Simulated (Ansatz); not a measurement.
A made-up structure of Mg2HClO, closed shell:

Mg1  (-0.068, 0.039, 0.048)
O2  (-1.395, 0.795, 0.989)
Mg3  (1.248, -0.711, -0.884)
Cl4  (2.865, -1.634, -2.032)
H5  (-2.113, 1.204, 1.497)
(Å)

It is relaxed with PBE-D4/def2-SVP and then PBE0-D4/def2-TZVP (Ansatz 0.2.0). Atoms count as bonded within 1.22 times the sum of their covalent radii (H–H: 0.88 Å). The end point is not checked to be a true minimum.

(1) Does its bonding change? (Judge from chemistry; the calculation decides.)

Results:

(1) By the calculation: No: no bond forms or breaks.

Where it ends: The first stage lowers the energy by 4.71 eV in 7 steps. It ends as Mg₂HClO ([OH][Mg][Mg][Cl]):
```xyz
5
angstrom
Mg -0.3859 0.2201 0.2738
O -1.6906 0.9633 1.1987
Mg 1.6877 -0.9621 -1.1964
Cl 3.3173 -1.8915 -2.3520
H -2.3909 1.3634 1.6950
```

Labels in which every atom is bracketed show which atoms are joined, not bond orders.

For scale, one of the runs: PBE0-D4/def2-TZVP relaxation, 138 basis functions, launched by `ansatz run in.yaml --threads 2 --pin off --events-out ev --progress --plain --max-ram 4352MiB`. The run took about 16 s on 2 CPU threads of an Arm Neoverse V2 (shared host).
